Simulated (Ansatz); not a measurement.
C2H10BNSi, SMILES `CBN(C)[SiH3]`, one more setting.

```yaml
crystal:
  periodic: [false, false, false]
  atoms:
    - {symbol: C, position_ang: [-1.674568, 0.719438, 1.312798]}
    - {symbol: B, position_ang: [-0.413519, 0.925722, 0.403978]}
    - {symbol: N, position_ang: [0.318830, -0.088941, -0.238839]}
    - {symbol: C, position_ang: [0.003414, -1.508932, -0.149787]}
    - {symbol: Si, position_ang: [1.705825, 0.283648, -1.233538]}
    - {symbol: H, position_ang: [-1.496502, 1.180699, 2.290588]}
    - {symbol: H, position_ang: [-2.002010, -0.307874, 1.481741]}
    - {symbol: H, position_ang: [-2.518505, 1.272963, 0.885111]}
    - {symbol: H, position_ang: [-0.019882, 2.048606, 0.223876]}
    - {symbol: H, position_ang: [-0.237056, -1.921866, -1.135132]}
    - {symbol: H, position_ang: [0.850893, -2.075654, 0.249954]}
    - {symbol: H, position_ang: [-0.851082, -1.676511, 0.503265]}
    - {symbol: H, position_ang: [1.936893, 1.744151, -1.247793]}
    - {symbol: H, position_ang: [2.901228, -0.427161, -0.700481]}
    - {symbol: H, position_ang: [1.474241, -0.219089, -2.616339]}
basis:
  gaussian: {orbitals: cc-pVTZ-DK, fitting: {mean_field: cc-pVTZ-jkfit}, final_grid: {core_spheres: 20, valence_spheres: 16, degree: 47}, point_charges: [{charge: 2.00, position_ang: [6.363, -0.276, -0.370]}]}
hamiltonian: {xc: {name: SVWN5}}
output: {forces: true}
```

```sh
$ ansatz run in.yaml --threads 4 --pin off --events-out ev --progress --plain --max-ram 10444MiB
```

Output, abridged:

```
Functional definition: SVWN5
  name "SVWN5"
  cite "Dirac, Proc. Camb. Phil. Soc. 26, 376 (1930) doi:10.1017/S0305004100016108"
  cite "Slater, Phys. Rev. 81, 385 (1951) doi:10.1103/PhysRev.81.385"
  cite "Vosko, Wilk & Nusair, Can. J. Phys. 58, 1200 (1980) doi:10.1139/p80-159"
  exchange = slater_x
  correlation = vwn5_c
737 factors; integrals over basis functions are off by at most 7.4e-1 eV
mean field evaluation 1: about -12212.4715 eV, gradient 8.8e1 eV
mean field evaluation 2: about -12138.1393 eV, gradient 1.8e2 eV
mean field evaluation 4: about -12229.0877 eV, gradient 2.0e1 eV
mean field evaluation 8: about -12229.9266 eV, gradient 3.8e-1 eV
mean field evaluation 16: about -12229.9239 eV, gradient 1.9e-4 eV
mean field -12229.92387959 eV, -449.4414128348 hartree, gradient 5.2e-5 eV, S^2 0.000000; 0 other end points of the search recorded, 0 dependent functions left out
the calculation of the forces begins
reference -12229.92392491 eV, -449.4414145003 hartree; 24, 24 occupied and 270, 270 virtual orbitals, 737 factors
Total energy: -12229.92392491 eV, -449.4414145003 hartree
Relativity: scalar
Atom 0 at    -1.674568     0.719438     1.312798 Å, force     0.736608    -0.101735    -0.562213 eV/Å
Atom 1 at    -0.413519     0.925722     0.403978 Å, force    -0.625222     0.185542     0.479667 eV/Å
Atom 2 at     0.318830    -0.088941    -0.238839 Å, force     0.668230    -0.374573    -0.133317 eV/Å
Atom 3 at     0.003414    -1.508932    -0.149787 Å, force     0.163692     0.371217    -0.201140 eV/Å
Atom 4 at     1.705825     0.283648    -1.233538 Å, force    -1.930146     0.336459     0.006554 eV/Å
Atom 5 at    -1.496502     1.180699     2.290588 Å, force     0.030934     0.149478     0.211521 eV/Å
Atom 6 at    -2.002010    -0.307874     1.481741 Å, force    -0.090683    -0.277948     0.031622 eV/Å
Atom 7 at    -2.518505     1.272963     0.885111 Å, force    -0.184193     0.155509    -0.083614 eV/Å
Atom 8 at    -0.019882     2.048606     0.223876 Å, force     0.174347     0.134341    -0.071334 eV/Å
Atom 9 at    -0.237056    -1.921866    -1.135132 Å, force    -0.083466    -0.106876    -0.242043 eV/Å
Atom 10 at     0.850893    -2.075654     0.249954 Å, force     0.214454    -0.189472     0.148586 eV/Å
Atom 11 at    -0.851082    -1.676511     0.503265 Å, force    -0.264248     0.022407     0.213726 eV/Å
Atom 12 at     1.936893     1.744151    -1.247793 Å, force     0.260457     0.200275     0.076628 eV/Å
Atom 13 at     2.901228    -0.427161    -0.700481 Å, force     1.174805    -0.309237     0.267756 eV/Å
Atom 14 at     1.474241    -0.219089    -2.616339 Å, force     0.267461    -0.183630    -0.105728 eV/Å
Dipole moment:    -0.839545    -0.155344     0.034215 e Å
```

It took 2.8 s on 4 threads of an AMD EPYC 7B13 on a shared host, with 0.52 GiB of host memory at the peak.
